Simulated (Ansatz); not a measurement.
`C[SiH2][CH2][GeH3]` → `C[SiH](C)[GeH3]`  (isomerisation)

Calculated with Ansatz (gas phase, PBE0-D4/def2-TZVP geometries, no zero-point term in ΔE). CBS: MP2 limit from def2 TZ/QZ plus the TZ coupled-cluster correction, frozen cores. For Ge outer-core shells are correlated without core-valence functions, which leaves a few kJ/mol of doubt a bond. Scalar relativity is left out up to krypton. One conformer a species, not always the lowest.

```json
{"level": "SCS-MP2/def2-QZVPP", "ΔE (eV)": "-0.18"}
{"level": "MP2/CBS(def2)", "ΔE (eV)": "-0.21"}
```

Q: What does CCSD(T)/CBS give? (Estimate.)

A: Ansatz gave: -0.24 eV. The listed levels differ from it by 0.06, 0.03 eV.

Largest T1 diagnostic among the species: 0.011.

From PBE to PBE0 (25 % exact exchange), in def2-TZVPP and without D4, ΔE moves by +0.04 eV.
